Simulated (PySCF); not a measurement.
**Structure from 2D NMR**

Compound of formula C10H14. Correlations simulated from computed shifts and the bond graph:

HSQC (one-bond C–H):
```csv
δH,δC
2.23,37.1
1.99,4.9
1.88,31.6
1.76,31.7
1.76,40.9
1.70,31.6
1.65,31.7
1.43,37.1
1.42,40.9
1.38,19.3
0.72,26.5
0.54,26.5
```

COSY cross peaks (H two or three bonds apart, from the bond graph; peaks can be absent where the dihedral angle is near 90°):
```csv
δH,δH
2.23,1.88
2.23,1.70
2.23,1.43
1.88,1.76
1.88,1.70
1.88,1.65
1.88,1.43
1.76,1.76
1.76,1.70
1.76,1.65
1.76,1.42
1.76,1.65
1.76,1.42
1.70,1.65
1.70,1.43
1.65,1.42
1.38,0.72
1.38,0.54
0.72,0.54
```

HMBC (two and three bonds, from the bond graph):
```csv
δH,δC
2.23,"40.9, 31.7, 31.6, 29.4, 26.5, 19.3"
1.99,"87.8, 81.8"
1.88,"40.9, 37.1, 31.7, 29.4"
1.76,"40.9, 37.1, 31.6, 29.4"
1.76,"37.1, 31.7, 31.6, 29.4, 26.5, 19.3"
1.70,"40.9, 37.1, 31.7, 29.4"
1.65,"40.9, 37.1, 31.6, 29.4"
1.43,"40.9, 31.7, 31.6, 29.4, 26.5, 19.3"
1.42,"37.1, 31.7, 31.6, 29.4, 26.5, 19.3"
1.38,"87.8, 81.8, 40.9, 37.1, 29.4, 26.5"
0.72,"87.8, 40.9, 37.1, 29.4, 19.3"
0.54,"87.8, 40.9, 37.1, 29.4, 19.3"
```

Carbons without hydrogens: δ 87.8, 81.8, 29.4.

[PySCF 2.14.0 with density-fitted response routines: σ from GIAO-PBE0/pcSseg-1; GFN2-xTB geometry; non-relativistic; one computed conformer; no solvent; rapidly exchanging positions averaged]

Scale: $^{1}$H (31.72 ppm), $^{13}$C (186.93 ppm) against TMS (reference shieldings calculated alike).

Exchangeable hydrogens are left out of these lists.

Question: Work out the connectivity.

Answer: SMILES CC#C[C@@H]1CC12CCCC2.

Structure with atom numbers: `[CH3:1][C:2]#[C:3][C@@H:4]1[CH2:5][C:6]12[CH2:7][CH2:8][CH2:9][CH2:10]2`. Each H is labelled by its parent atom. Ha(C5) is cis to C3 on the ring; Ha(C7), Ha(C8), Ha(C9), Ha(C10) are pro-R; Hb(C7), Hb(C8), Hb(C9), Hb(C10) are pro-S; Hb(C5) is trans to C3 on the ring.

δC 87.8 is C3, an alkyne carbon. δC 81.8 is C2, an alkyne carbon. δC 40.9 is C7, an sp3 CH2 in a ring (δH 1.76, 1.42). δC 37.1 is C10, an sp3 CH2 in a ring (δH 1.43, 2.23). δC 31.7 is C8, an sp3 CH2 in a ring (δH 1.65, 1.76). δC 31.6 is C9, an sp3 CH2 in a ring (δH 1.88, 1.70). δC 29.4 is C6, a three-membered-ring carbon. δC 26.5 is C5, a three-membered-ring carbon (δH 0.72, 0.54). δC 19.3 is C4, a three-membered-ring carbon (δH 1.38). δC 4.9 is C1, a propargylic methyl carbon (δH 1.99). HMBC from δH 2.23 reaches the proton-free carbon C6. HMBC from δH 1.99 reaches the proton-free carbons C3, C2. HMBC from δH 1.88 reaches the proton-free carbon C6. HMBC from δH 1.76 reaches the proton-free carbon C6. COSY links 2.23–1.88, 2.23–1.70, 2.23–1.43, 1.88–1.76, 1.88–1.70, 1.88–1.65.

The shifts were computed for this structure.

Shifts are as computed. Against solution values, carbons near 30 ppm lie about +3 ppm off and those near 130 ppm about +5 ppm. Of 1211 compounds with measured shifts, 218 miss one by over three times the rms of a fit or turn the order of signals round; such compounds aren't used in these exercises.
